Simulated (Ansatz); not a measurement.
Compare A (`C=C(CCl)[SiH2]F`) with its isomer B (`C[SiH2]/C(Cl)=C\F`).

Isolated molecules relaxed with PBE0-D4/def2-TZVP in Ansatz; ΔE leaves out vibrations. CCSD(T)/CBS is the MP2 limit (def2-TZVPP, def2-QZVPP) plus CCSD(T) − MP2 in def2-TZVPP, frozen cores. Functionals use def2-TZVPP. B3LYP here is the variant with VWN-RPA as its local correlation; programs differ in this. Each species was taken in one conformer, which may not be the lowest.

A:

Z-matrix (Å, degrees):
```
C
C 1 1.491
Cl 1 1.796 2 110.8
H 1 1.091 2 111.5 3 117.0
H 1 1.090 2 112.4 3 -120.0
C 2 1.331 1 120.9 3 131.6
Si 2 1.867 1 118.6 3 -49.5
H 6 1.085 2 121.6 1 177.1
H 6 1.088 2 121.8 1 -2.2
F 7 1.604 2 107.1 1 -161.2
H 7 1.479 2 113.0 1 81.2
H 7 1.484 2 110.3 1 -43.4
```

B:

Z-matrix (Å, degrees):
```
C
Si 1 1.865
H 1 1.092 2 110.8
H 1 1.093 2 110.4 3 120.0
H 1 1.092 2 110.6 3 -120.2
C 2 1.875 1 109.6 3 63.7
H 2 1.486 1 110.6 3 -178.7
H 2 1.484 1 111.7 3 -56.4
C 6 1.326 2 127.9 1 -119.9
Cl 6 1.739 2 115.5 1 59.8
F 9 1.333 6 121.4 2 -0.2
H 9 1.085 6 125.7 2 179.9
```

Task: Which is lower in electronic energy at CCSD(T)/CBS, and by how much? (Estimate.)

Result: Computed: A, by 42.1 kcal/mol.

Task: Give E(B) − E(A) in kcal/mol with MP2/def2-TZVPP, r2SCAN-D4, CCSD(T)/def2-TZVPP, CCSD/def2-TZVPP, B3LYP, PBE-D4, B2PLYP. (Best estimate.)

Result: The calculation gave: MP2/def2-TZVPP 42.8, r2SCAN-D4 37.7, CCSD(T)/def2-TZVPP 41.1, CCSD/def2-TZVPP 41.8, B3LYP 38.7, PBE-D4 34.9, B2PLYP 40.5. None reverses the order clearly.

Largest T1 diagnostic: 0.012.

In def2-TZVPP, CCSD(T) changes the Hartree–Fock value by −3.1 kcal/mol (the triples alone add −0.7 kcal/mol) and MP2 by −1.4 kcal/mol. From PBE to PBE0 (25 % exact exchange), in def2-TZVPP and without D4, E(B) − E(A) moves by +2.3 kcal/mol.
